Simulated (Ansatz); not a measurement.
The cluster Sn₂Te₃. Total charge 0; singlet. Geometry PBE0-D4/def2-SVP.

```
atom    x (Å)    y (Å)    z (Å)
 Sn1   1.3250  -1.6572   1.1750
 Sn2  -1.8479   0.3483  -1.5319
 Te3  -0.8010  -2.0052  -0.5467
 Te4  -0.2748   2.2491  -0.3473
 Te5   1.5986   1.0650   1.2508
```

In the def2 sets Sn, Te take a core potential, while STO-3G treats all electrons; there is no spin–orbit coupling. Another isomer (singlet) lies 0.42 eV lower at PBE0-D4/def2-TZVP; other spin states weren't run for this one.

Question: Estimate the orbital energies around the gap (eV) in Ansatz with HF/STO-3G, LDA (SPW92)/def2-TZVP, PBE-D4/def2-TZVP, r2SCAN-D4/def2-TZVP, PBE0-D4/def2-TZVP.

Answer: 
```csv
orbital,HF/STO-3G,LDA (SPW92)/def2-TZVP,PBE-D4/def2-TZVP,r2SCAN-D4/def2-TZVP,PBE0-D4/def2-TZVP
HOMO−9,-11.64,-11.52,-11.21,-11.59,-12.53
HOMO−8,-11.54,-11.17,-10.86,-11.23,-12.15
HOMO−7,-8.21,-8.11,-7.88,-8.18,-8.82
HOMO−6,-8.02,-7.27,-7.06,-7.34,-7.99
HOMO−5,-7.26,-7.11,-6.89,-7.17,-7.86
HOMO−4,-6.78,-7.02,-6.81,-7.13,-7.86
HOMO−3,-6.59,-6.17,-5.97,-6.24,-6.88
HOMO−2,-6.21,-6.12,-5.92,-6.19,-6.82
HOMO−1,-5.69,-5.60,-5.40,-5.63,-6.21
HOMO,-5.17,-5.60,-5.39,-5.62,-6.20
LUMO,3.16,-3.60,-3.37,-3.39,-2.85
LUMO+1,3.76,-3.31,-3.06,-3.04,-2.48
LUMO+2,4.99,-3.28,-3.05,-3.00,-2.40
LUMO+3,6.50,-2.32,-2.07,-1.92,-1.46
LUMO+4,7.31,-1.83,-1.59,-1.38,-0.96
LUMO+5,7.66,-1.63,-1.39,-1.15,-0.74
```
